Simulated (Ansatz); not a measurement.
Harmonic vibrations of ZrF2Cl2 (ZrCl₂F₂) by finite differences.

```yaml
crystal:
  periodic: [false, false, false]
  atoms:
    - {symbol: Zr, position_ang: [0.073627, -0.000090, 0.051537]}
    - {symbol: F, position_ang: [0.102563, -0.015161, 1.940982]}
    - {symbol: F, position_ang: [1.858786, 0.012612, -0.568230]}
    - {symbol: Cl, position_ang: [-1.025831, 1.928356, -0.696653]}
    - {symbol: Cl, position_ang: [-1.009146, -1.925707, -0.727635]}
basis:
  gaussian: {orbitals: def2-SVP}
hamiltonian: {xc: r2scan, dispersion: d4}
scf: {omitted_lower_state_checks: [starts]}
phonons: {temperatures: {t_min: 298.15, t_max: 900, t_step: 200}}
```

```sh
$ ansatz run in.yaml --threads 4 --pin off --events-out ev --progress --plain --max-ram 3916MiB
```

Shortened log:

```
Functional definition: r2SCAN
mean field -31753.54599218 eV, -1166.9212918860 hartree, gradient 1.2e-5 eV, S^2 0.000000; 0 other end points of the search recorded, 0 dependent functions left out
mean field -31753.54588939 eV, -1166.9212881086 hartree, gradient 1.5e-6 eV, S^2 0.000000; 0 other end points of the search recorded, 0 dependent functions left out
mean field -31753.54586890 eV, -1166.9212873557 hartree, gradient 1.4e-6 eV, S^2 0.000000; 0 other end points of the search recorded, 0 dependent functions left out
mean field -31753.54591222 eV, -1166.9212889477 hartree, gradient 1.5e-6 eV, S^2 0.000000; 0 other end points of the search recorded, 0 dependent functions left out
mean field -31753.54591249 eV, -1166.9212889577 hartree, gradient 1.5e-6 eV, S^2 0.000000; 0 other end points of the search recorded, 0 dependent functions left out
mean field -31753.54587843 eV, -1166.9212877057 hartree, gradient 1.5e-6 eV, S^2 0.000000; 0 other end points of the search recorded, 0 dependent functions left out
mean field -31753.54586461 eV, -1166.9212871978 hartree, gradient 1.4e-6 eV, S^2 0.000000; 0 other end points of the search recorded, 0 dependent functions left out
mean field -31753.54598945 eV, -1166.9212917859 hartree, gradient 9.8e-7 eV, S^2 0.000000; 0 other end points of the search recorded, 0 dependent functions left out
mean field -31753.54598898 eV, -1166.9212917685 hartree, gradient 9.6e-7 eV, S^2 0.000000; 0 other end points of the search recorded, 0 dependent functions left out
mean field -31753.54598916 eV, -1166.9212917753 hartree, gradient 1.0e-6 eV, S^2 0.000000; 0 other end points of the search recorded, 0 dependent functions left out
mean field -31753.54598911 eV, -1166.9212917734 hartree, gradient 1.0e-6 eV, S^2 0.000000; 0 other end points of the search recorded, 0 dependent functions left out
mean field -31753.54590329 eV, -1166.9212886195 hartree, gradient 1.5e-6 eV, S^2 0.000000; 0 other end points of the search recorded, 0 dependent functions left out
mean field -31753.54590317 eV, -1166.9212886150 hartree, gradient 2.7e-6 eV, S^2 0.000000; 0 other end points of the search recorded, 0 dependent functions left out
mean field -31753.54591248 eV, -1166.9212889574 hartree, gradient 1.3e-6 eV, S^2 0.000000; 0 other end points of the search recorded, 0 dependent functions left out
mean field -31753.54591229 eV, -1166.9212889501 hartree, gradient 2.9e-6 eV, S^2 0.000000; 0 other end points of the search recorded, 0 dependent functions left out
mean field -31753.54598916 eV, -1166.9212917751 hartree, gradient 1.0e-6 eV, S^2 0.000000; 0 other end points of the search recorded, 0 dependent functions left out
mean field -31753.54598912 eV, -1166.9212917736 hartree, gradient 1.0e-6 eV, S^2 0.000000; 0 other end points of the search recorded, 0 dependent functions left out
mean field -31753.54598043 eV, -1166.9212914543 hartree, gradient 1.1e-6 eV, S^2 0.000000; 0 other end points of the search recorded, 0 dependent functions left out
mean field -31753.54597969 eV, -1166.9212914271 hartree, gradient 1.0e-6 eV, S^2 0.000000; 0 other end points of the search recorded, 0 dependent functions left out
mean field -31753.54597464 eV, -1166.9212912415 hartree, gradient 1.1e-6 eV, S^2 0.000000; 0 other end points of the search recorded, 0 dependent functions left out
mean field -31753.54598537 eV, -1166.9212916360 hartree, gradient 9.2e-7 eV, S^2 0.000000; 0 other end points of the search recorded, 0 dependent functions left out
mean field -31753.54597229 eV, -1166.9212911550 hartree, gradient 1.2e-6 eV, S^2 0.000000; 0 other end points of the search recorded, 0 dependent functions left out
mean field -31753.54594478 eV, -1166.9212901443 hartree, gradient 1.6e-6 eV, S^2 0.000000; 0 other end points of the search recorded, 0 dependent functions left out
mean field -31753.54598198 eV, -1166.9212915113 hartree, gradient 9.5e-7 eV, S^2 0.000000; 0 other end points of the search recorded, 0 dependent functions left out
mean field -31753.54598914 eV, -1166.9212917742 hartree, gradient 7.7e-7 eV, S^2 0.000000; 0 other end points of the search recorded, 0 dependent functions left out
mean field -31753.54597509 eV, -1166.9212912581 hartree, gradient 1.1e-6 eV, S^2 0.000000; 0 other end points of the search recorded, 0 dependent functions left out
mean field -31753.54598554 eV, -1166.9212916423 hartree, gradient 9.2e-7 eV, S^2 0.000000; 0 other end points of the search recorded, 0 dependent functions left out
mean field -31753.54594497 eV, -1166.9212901510 hartree, gradient 1.5e-6 eV, S^2 0.000000; 0 other end points of the search recorded, 0 dependent functions left out
mean field -31753.54597229 eV, -1166.9212911551 hartree, gradient 1.2e-6 eV, S^2 0.000000; 0 other end points of the search recorded, 0 dependent functions left out
mean field -31753.54598137 eV, -1166.9212914890 hartree, gradient 9.7e-7 eV, S^2 0.000000; 0 other end points of the search recorded, 0 dependent functions left out
mean field -31753.54598893 eV, -1166.9212917668 hartree, gradient 7.8e-7 eV, S^2 0.000000; 0 other end points of the search recorded, 0 dependent functions left out
Total energy: -31753.57927030 eV, -1166.9225148346 hartree
Atom 0 at     0.073627    -0.000090     0.051537 Å, force     0.005000    -0.000055     0.003474 eV/Å
Atom 1 at     0.102563    -0.015161     1.940982 Å, force    -0.000326     0.000028    -0.002586 eV/Å
Atom 2 at     1.858786     0.012612    -0.568230 Å, force    -0.002540    -0.000006     0.000589 eV/Å
Atom 3 at    -1.025831     1.928356    -0.696653 Å, force    -0.001083     0.002716    -0.000720 eV/Å
Atom 4 at    -1.009146    -1.925707    -0.727635 Å, force    -0.001051    -0.002683    -0.000757 eV/Å
Dipole moment:     0.029183    -0.000031     0.020433 e Å
Vibrations: 97.69 119.92 129.80 147.84 159.54 398.07 429.85 699.21 711.77 cm⁻¹, zero-point energy 0.179387 eV
Checks for a lower state left out: starts
```

It took 39 s on 4 threads of Arm Neoverse V1 on a shared host.

In the def2 sets Zr takes a core potential; there is no spin–orbit coupling.
